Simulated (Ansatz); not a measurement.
Consider the redistribution: `[NH2][In]([NH2])[Br]` + `[SH][In]([Br])[Br]` → `[NH2][In]([Br])[Br]` + `[NH2][In]([SH])[Br]`.

Isolated molecules relaxed with PBE0-D4/def2-TZVP in Ansatz; ΔE leaves out vibrations. CBS: MP2 limit from def2 TZ/QZ plus the TZ coupled-cluster correction, frozen cores. Functionals use def2-TZVPP. B3LYP here is the variant with VWN-RPA as its local correlation; programs differ in this. Elements past krypton have def2 core potentials. For Br, In outer-core shells are correlated without core-valence functions, which leaves a few kJ/mol of doubt a bond. Scalar relativity is left out up to krypton. One conformer a species, not always the lowest.

| level | ΔE (kJ/mol) | difference from CCSD(T)/CBS |
| --- | --- | --- |
| B97M-V | -5.0 | -0.6 |
| r2SCAN0-D4 | -5.3 | -0.9 |
| B2PLYP | -4.9 | -0.5 |
| PBE0 | -5.1 | -0.7 |
| B3LYP | -4.5 | -0.1 |
| RPA@PBE/def2-TZVPP | -4.5 | -0.1 |
| CCSD/def2-SVP | -6.1 | -1.7 |
| SCS-MP2/def2-TZVPP | -4.8 | -0.4 |
| CCSD/def2-TZVPP | -5.2 | -0.8 |
| MP2/def2-QZVPP | -4.3 | 0.1 |
| CCSD(T)/CBS | -4.4 | 0 |

Largest T1 diagnostic among the species: 0.012.

Leaving LDA and LC-ωPBE aside and taking each functional with its dispersion term where it has one, the values, not all of them listed here, spread over 2.2 kJ/mol, from ωB97X-V to BLYP-D4.
